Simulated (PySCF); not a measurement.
**Working with the constants of ZnSe**

RHF-CCSD(T) constants of ZnSe, ¹Σ⁺ (singlet), closed shell (basis Zn def2-TZVPP, Se def2-TZVPP; no relativity; PySCF 2.14; masses 63.9291 and 79.9165 u):

```
ωe              : 321.5 cm⁻¹
ωexe            : 1.1 cm⁻¹
Be              : 0.098621 cm⁻¹
αe              : 0.000430 cm⁻¹
D (centrifugal) : 3.71e-08 cm⁻¹
De to Zn + Se   : 1.09 eV
```

(1) Estimate the standard entropy (1 bar) and heat capacity of the ideal gas at 1500 K, rigid rotor with B0 and harmonic oscillator at the fundamental.

Correlated steps freeze 14 core orbitals. Where the molecule has an RHF reference, its open-shell atoms are computed with UHF.

Results:

(1) Translation (Sackur–Tetrode, M = 143.85 u): 204.4 J/(mol K). Rotation: q = kT/(σB0) = 10600 with σ = 1, 85.4. Vibration: x = hcν0/kT = 0.306, 18.19. S° = 308.0 J/(mol K); Cp = 7R/2 + 8.25 = 37.4 J/(mol K).
